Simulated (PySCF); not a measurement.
## Bromine: a sound run and one with changed settings

Sound run: Br [Ar] 3d10 4s2 4p5, Br⁺ [Ar] 3d10 4s2 4p4. Calculation: PySCF 2.14, in cc-pVTZ-PP with ECP10MDF (5s4p3d1f, 39 functions); a scalar-relativistic core potential. In the sound run the correlated levels freeze 3s2 3p6 3d10 outside the core potential. The sound run starts from symmetry-adapted Hartree-Fock orbitals and uses a fine grid where one is needed.

Changed run: all electrons correlated in a basis built for the valence shell.

```json
{"species": "Br", "method": "MP2", "sound run (hartree)": "-415.62563", "changed run (hartree)": "-415.72348", "converged": "yes"}
{"species": "Br⁺", "method": "MP2", "sound run (hartree)": "-415.20114", "changed run (hartree)": "-415.29696", "converged": "yes"}
```

Ionisation energy of Br:

```json
{"method": "UHF", "sound run (eV)": "10.741", "changed run (eV)": "10.741"}
{"method": "MP2", "sound run (eV)": "11.551", "changed run (eV)": "11.606"}
{"method": "SCS-MP2", "sound run (eV)": "11.550", "changed run (eV)": "11.586"}
```

A valence basis has no tight correlating functions, so it recovers only part of the core correlation, and not evenly between atom and ion.

For comparison, NIST gives 11.814 eV between the lowest levels.
